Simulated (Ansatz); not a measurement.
## One reagent, a row of partners

Four-centre ligand exchange: H₂S meets different compounds of Ga. Each row is one chosen step, not always the lowest open to these reactants.

Gas-phase electronic energies, without zero-point energy, by CCSD(T) at an estimated basis limit (MP2 extrapolated from triple and quadruple zeta, plus CCSD(T) − MP2 in triple zeta); Ansatz 0.2.0, def2-TZVPP and QZVPP, frozen cores, on PBE0-D4/def2-TZVP structures. Extrapolation: Hartree–Fock as exp(−7.88 √X), correlation as X^−2.97. All energies, in kJ/mol, count from the separated reactants, without counterpoise correction; the start and end structures are the complexes reached by relaxing down from the saddle, and deeper ones may exist. Brackets give SMILES, or, where every atom is bracketed, only which atoms are joined. Steps whose reference was doubtful or whose search ended elsewhere are left out.

| reactants | products | broken | formed | start structure | saddle | end structure |
| --- | --- | --- | --- | --- | --- | --- |
| GaNH₄ ([NH2][GaH2]) + H₂S | GaH₃S ([SH][GaH2]) + NH₃, still joined by a dative Ga–N bond | Ga–N, H–S | Ga–S, H–N | -23.0 | -9.2 | -141.4 |
| GaSiH₅ ([SiH3][GaH2]) + H₂S | GaH₃S ([SH][GaH2]) + SiH₄ | Ga–Si, H–S | Ga–S, H–Si | -53.7 | ? | -106.5 |
| GaH₂F ([F][GaH2]) + H₂S | GaH₃S ([SH][GaH2]) + HF | F–Ga, H–S | F–H, Ga–S | -52.5 | -13.4 | -42.6 |

Question: What is the height of the saddle for GaSiH₅ ([SiH3][GaH2]) + H₂S? (An estimate is asked for; the value comes from the calculation.)

Answer: The calculation gives: 41.0 kJ/mol relative to the separated reactants, the highest of the series; above its start structure the barrier is 41.0 − (-53.7) ≈ 94.7 kJ/mol.

T1 diagnostic: at most 0.015. The filled d shells of Ga are correlated in sets not built for that, so values that involve them are less sure.

For scale, one of the runs: CCSD(T)/def2-TZVPP, 230 basis functions, launched by `ansatz run in.yaml --threads 4 --pin off --events-out ev --progress --plain --max-ram 9574MiB`. Time: 93 s of wall clock on 4 CPU threads of an Arm Neoverse V1; the host was shared. Peak host memory: 3.5 GiB.
